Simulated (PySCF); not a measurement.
## Atomic charges by several schemes

C₆H₁₀ClFO₂.
Structure used (GFN2-xTB), in Å, numbered top down from 1:
```
atom  x, y, z in Å
C1    -2.2000    0.0605   -0.1996
C2    -0.8054    0.6418   -0.3972
C3     0.3318   -0.3696   -0.1241
C4     0.3522   -0.8208    1.3513
F5     0.0810    0.2184    2.2033
O6     1.5974    0.1084   -0.5439
C7     2.0339    1.3345    0.0094
C8     0.0756   -1.6042   -0.9826
O9    -0.3345   -2.6569   -0.6163
Cl10   0.4284   -1.3146   -2.6570
H11   -2.3725   -0.7926   -0.8512
H12   -2.9410    0.8219   -0.4306
H13   -2.3482   -0.2525    0.8303
H14   -0.6752    1.4889    0.2784
H15   -0.6877    0.9926   -1.4248
H16   -0.4037   -1.5894    1.5274
H17    1.3445   -1.2027    1.6086
H18    1.9792    1.3366    1.1004
H19    3.0733    1.4291   -0.2994
H20    1.4657    2.1813   -0.3856
```

Density: PBE0/pcSseg-1 (PySCF); schemes: Mulliken, IAO, Hirshfeld and ESP-fitted. One conformer (not necessarily the lowest) at the GFN2-xTB geometry, without solvent, vibrations or thermal averaging.

Question: What partial charge does each atom carry?

Answer: In e; atoms taken as equivalent share a row and are averaged (×n: the atom named and its like, n in all):

```tsv
atom	environment	Mulliken	IAO	Hirshfeld	ESP-fitted
C1	methyl carbon	-0.268	-0.422	-0.118	-0.528
C2	chain CH2 carbon	-0.202	-0.271	-0.082	+0.073
C3	sp3 carbon bound to oxygen	-0.223	+0.160	+0.069	+0.522
C4	sp3 C–F carbon	+0.289	+0.017	+0.014	+0.043
F5	alkyl fluorine	-0.332	-0.324	-0.096	-0.251
O6	ether oxygen	-0.504	-0.397	-0.143	-0.455
C7	methoxy carbon	-0.023	-0.209	-0.040	-0.182
C8	acyl halide carbon	+0.341	+0.351	+0.184	+0.254
O9	carbonyl oxygen	-0.301	-0.354	-0.187	-0.358
Cl10	chlorine bonded to C	-0.050	-0.037	-0.022	-0.091
H11/H12/H13	methyl hydrogen	+0.127	+0.147	+0.042	+0.145
H14	methylene hydrogen	+0.146	+0.152	+0.040	+0.045
H15	methylene hydrogen	+0.142	+0.149	+0.032	+0.013
H16	methylene hydrogen	+0.133	+0.159	+0.042	+0.063
H17	methylene hydrogen	+0.127	+0.154	+0.048	+0.087
H18/H19/H20	methyl hydrogen	+0.114	+0.143	+0.044	+0.110
```

Mean size of the charges over all atoms: IAO 0.201 e, Mulliken 0.190 e, ESP-fitted 0.187 e, Hirshfeld 0.069 e. Each set sums to the total charge, 0, to within 0.001 e. The Hirshfeld scheme weights the molecular density at each point by an atom's share of the summed free-atom densities.

Some averages cover members that differ in this geometry: H18/H19/H20, ESP-fitted +0.078 to +0.154; H18/H19/H20, IAO +0.130 to +0.165 e.

Lowest charge. The schemes don't all agree: Mulliken O6 (-0.504); IAO C1 (-0.422); Hirshfeld O9 (-0.187); ESP-fitted C1 (-0.528).

Highest charge. The schemes don't all agree: Mulliken C8 (+0.341); IAO C8 (+0.351); Hirshfeld C8 (+0.184); ESP-fitted C3 (+0.522).

Question: How closely do the schemes follow one another over all atoms?

Answer: Correlation coefficient and root-mean-square difference: IAO with Hirshfeld 0.96, 0.150 e; IAO with ESP-fitted 0.85, 0.129 e; Mulliken with IAO 0.85, 0.123 e; Hirshfeld with ESP-fitted 0.84, 0.177 e; Mulliken with Hirshfeld 0.84, 0.157 e; Mulliken with ESP-fitted 0.61, 0.205 e.

Question: Sum the charges by element, for elements with more than one atom.

Answer: 
| element | atoms | Mulliken | IAO | Hirshfeld | ESP-fitted |
| --- | --- | --- | --- | --- | --- |
| C | 6 | -0.085 | -0.374 | +0.028 | +0.182 |
| O | 2 | -0.804 | -0.751 | -0.330 | -0.813 |
| H | 10 | +1.271 | +1.486 | +0.420 | +0.973 |
